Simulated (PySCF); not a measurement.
Unknown compound

Molecular formula: CH6F3P3Si2. Simulated spectra:

1H NMR (400 MHz, computed): δ 4.02 (m, 6H).

13C{1H} NMR (computed): δ 139.6 (C).

- GFN2-xTB structure
- NMR shieldings at PBE0/pcSseg-1/GIAO
- program: PySCF
- fast rotation and ring inversion assumed for equivalent nuclei, one conformer, gas phase, non-relativistic

Shifts are taken against calculated references (same method and geometry level): 1H and 13C against TMS.

Propose a structure and justify it.

Results:


1. Carbon types of the structure: 1 × C, leaving 6 H on heteroatoms.
2. δC 139.6: CF3 carbon; 3 electronegative neighbours deshield it.
3. δH 4.02: hydrogen on a silicon bonded to P.

These data were computed for SMILES FC(F)(F)p1p([SiH3])p1[SiH3].

The shifts were computed for this structure.

Splittings by 19F and 31P in the carbon and heteronuclear signals aren't shown, as no couplings were computed. Shifts are as computed. Against solution values, carbons near 30 ppm lie about +3 ppm off and those near 130 ppm about +5 ppm. Of 1211 compounds with measured shifts, 218 miss one by over three times the rms of a fit or turn the order of signals round; such compounds aren't used in these exercises.
